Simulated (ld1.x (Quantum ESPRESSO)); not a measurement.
The numbers below are computed, except where a source is named.
## Hardness and transferability of assorted potentials

Generated with ld1.x 7.5 (TM, RRKJ, ultrasoft, PAW), atompaw 4.2 or ONCVPSP 4.0.1. The cutoff is in Ry: for ld1.x and atompaw files where the sum of valence levels is converged to 10 mRy in a Bessel basis, for ONCV files where the hardest occupied wave has 1 mHa per electron of residual kinetic energy. The error is the largest all-electron minus pseudo excitation energy over each file’s own four to seven test configurations (ionisations up to +4, promotions, holes and added fractions of an electron), all of which were solved. The labels leave out finer settings (local radius, basis sizes, second energies), which also bear on the numbers. Spin-polarised tests are not counted. The rows are a selection from randomly drawn settings: files with unsolved tests, undetermined cutoffs or missed reference levels are left out.

A true bound ghost makes a file unfit for plane-wave use even where its test errors are small: the radial tests pick states by their node count and pass the ghost by.

```csv
element,potential,cutoff (Ry),largest error (meV),bound ghosts
Se,"TM, PBE, scalar-relativistic, rc 1.25/1.55 (sp), local smoothed, core correction yes, reference 4s2 4p2",50,-175,"s, d"
Nb,"TM semilocal, BLYP, scalar-relativistic, rc 2.50/4.20/1.70 (spd), local p, core correction yes, reference 4d4 5s0.75 5p0",35,-1475,none
Hf,"TM, LDA (PZ), scalar-relativistic, rc 2.30/4.20/2.95 (spd), local d, core correction yes, reference 5d2 6s2 6p0",18,-260,s
Hf,"TM semilocal, PW91, scalar-relativistic, rc 2.50/3.20/3.05 (spd), local d, core correction yes, reference 5d2 6s1.5 6p0",18,-252,none
Au,"TM, PBE, scalar-relativistic, rc 1.05/1.70/1.45 (spd), local s, core correction no, reference 5s2 5p6 5d8 6s0 6p0",140,+267,none
Hg,"TM, PBE, scalar-relativistic, rc 2.40/4.16 (sp), local smoothed, core correction yes, reference 6s2 6p0",15,-440,none
```

(1) Fill in the row for Cr: TM, PBEsol, scalar-relativistic, rc 1.15/1.50/1.00 (spd), local p, core correction yes, reference 3s2 3p6 3d3 4s0 4p0.

Answers

(1) cutoff 180 Ry, largest error +290 meV, bound ghosts: none.
